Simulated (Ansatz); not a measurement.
Basis-set extrapolation for AlFH$_{4}$SSi, SMILES `[F][AlH][S][SiH3]` (PBE0-D4/def2-TZVP geometry, frozen core, Ansatz 0.2.0). Multiplicity 1, RHF reference.

```tsv
	def2-TZVPP	def2-QZVPP
HF	-1030.373196	-1030.405767
MP2 correlation	-0.629038	-0.685704
CCSD(T) correlation	-0.696053	not run
```

Energies in hartree. Use E(X) = E(∞) + A·exp(−7.88·√X) for Hartree–Fock and E(X) = E(∞) + B·X^(−2.97) for correlation, with X = 3 and 4, and add CCSD(T) minus MP2 of the smaller set to the MP2 limit.

Question: What is the CCSD(T) energy at the basis-set limit?

Answer: HF limit: -1030.405767 + (-0.032571) × 0.13774 = -1030.41025. MP2 limit: -0.685704 + (-0.056666) × 0.74074 = -0.72768. Higher-order term: -0.696053 − (-0.629038) = -0.06702. Total: -1031.20495 hartree, 3.69 eV below CCSD(T)/def2-TZVPP.
